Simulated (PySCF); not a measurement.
**Excited states of B³⁺ (boron, charge +3)**

Ground state 1s2, ¹S. Computed with PySCF 2.14 in aug-cc-pVDZ with two added diffuse shells each of s, p, d type (6s5p4d, 41 functions), with no relativity, point nucleus. Vertical excitation energies in eV without spin-orbit coupling; excited terms of each kind are numbered among those the solver found. Frozen: nothing.

```
 term  leading excitation  EOM-EE-CCSD
 1 3S              1s → s       200.83
 1 1S              1s → s       203.36
1 3P°              1s → p       205.94
1 1P°              1s → p       207.50
 2 3S              1s → s       235.43
 2 1S              1s → s       235.74
 1 3D              1s → d       235.83
 1 1D              1s → d       235.84
2 3P°              1s → p       236.44
2 1P°              1s → p       236.72
 2 3D              1s → d       246.57
 2 1D              1s → d       246.58
```

Only the lower part of the computed list is shown. Doubly excited terms such as np² are absent. The solver can miss terms.
